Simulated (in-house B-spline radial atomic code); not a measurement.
Whole-atom quantities along the 24-electron series, configuration [Ar] 3d6. Breit and QED terms are first order and not part of the total energy; the density at the nucleus is averaged over the nuclear charge. Computed with a radial B-spline atomic code at the basis-set limit: Dirac-Hartree-Fock, average of the configuration, finite nuclei.

```tsv
ion	Z	E/Z² (Eh)	Σ<r²> (bohr²)	n(0)/Z³ (bohr⁻³)	Lamb diamagnetic shielding (ppm)	repulsion over attraction	Breit energy (eV)	self-energy (eV)	vacuum polarisation (eV)	Dirac less non-relativistic energy (Eh)
Sn26+	50	-2.3121	1.648	1.4656	4648.37	0.092299	114.6	90.715	-11.579	-151.81
Sb27+	51	?	?	?	?	?	?	?	?	?
Te28+	52	-2.3361	1.482	1.5487	4878.65	0.088947	130.52	104.21	-13.707	-179.89
I29+	53	-2.3478	1.4081	1.595	4995.01	0.087346	139.03	111.5	-14.885	-195.37
Xe30+	54	-2.3593	1.3395	1.6418	5112.23	0.085794	147.92	119.16	-16.144	-211.87
Cs31+	55	-2.3706	1.2756	1.6917	5230.33	0.084288	157.19	127.22	-17.491	-229.44
Ba32+	56	-2.3817	1.2162	1.7429	5349.35	0.082826	166.86	135.68	-18.929	-248.13
La33+	57	?	?	?	?	?	?	?	?	?
Ce34+	58	-2.4035	1.1088	1.8544	5590.27	0.080024	187.43	153.89	-22.102	-289.09
Pr35+	59	?	?	?	?	?	?	?	?	?
Nd36+	60	-2.4247	1.0146	1.9768	5835.26	0.077375	209.71	173.91	-25.71	-335.18
Pm37+	61	-2.4351	0.97184	2.0394	5959.36	0.076105	221.52	184.65	-27.691	-360.3
Sm38+	62	-2.4454	0.93161	2.0977	6084.57	0.074868	233.78	195.9	-29.797	-386.86
Eu39+	63	-2.4557	0.89373	2.1676	6210.98	0.073662	246.53	207.68	-32.044	-414.97
Gd40+	64	-2.4658	0.85803	2.2391	6338.59	0.072488	259.75	220.01	-34.433	-444.67
Tb41+	65	-2.4759	0.82434	2.3307	6467.53	0.071342	273.47	232.91	-36.985	-476.08
```

Fill in the row of Sb27+.

E/Z² (Eh): -2.3242; Σ<r²> (bohr²): 1.5617; n(0)/Z³ (bohr⁻³): 1.5072; Lamb diamagnetic shielding (ppm): 4763.11; repulsion over attraction: 0.090597; Breit energy (eV): 122.38; self-energy (eV): 97.29; vacuum polarisation (eV): -12.607; Dirac less non-relativistic energy (Eh): -165.39.

Fill in the row of La33+.

E/Z² (Eh): -2.3927; Σ<r²> (bohr²): 1.1607; n(0)/Z³ (bohr⁻³): 1.7976; Lamb diamagnetic shielding (ppm): 5469.32; repulsion over attraction: 0.081405; Breit energy (eV): 176.93; self-energy (eV): 144.56; vacuum polarisation (eV): -20.464; Dirac less non-relativistic energy (Eh): -268.

Fill in the row of Pr35+.

E/Z² (Eh): -2.4141; Σ<r²> (bohr²): 1.0602; n(0)/Z³ (bohr⁻³): 1.9144; Lamb diamagnetic shielding (ppm): 5712.23; repulsion over attraction: 0.078681; Breit energy (eV): 198.35; self-energy (eV): 163.66; vacuum polarisation (eV): -23.848; Dirac less non-relativistic energy (Eh): -311.47.

With what power of Z does the column «Breit energy (eV)» change over this range?

A fit of the logarithm of its size against log Z from Z = 50 to 65 has slope 3.31.
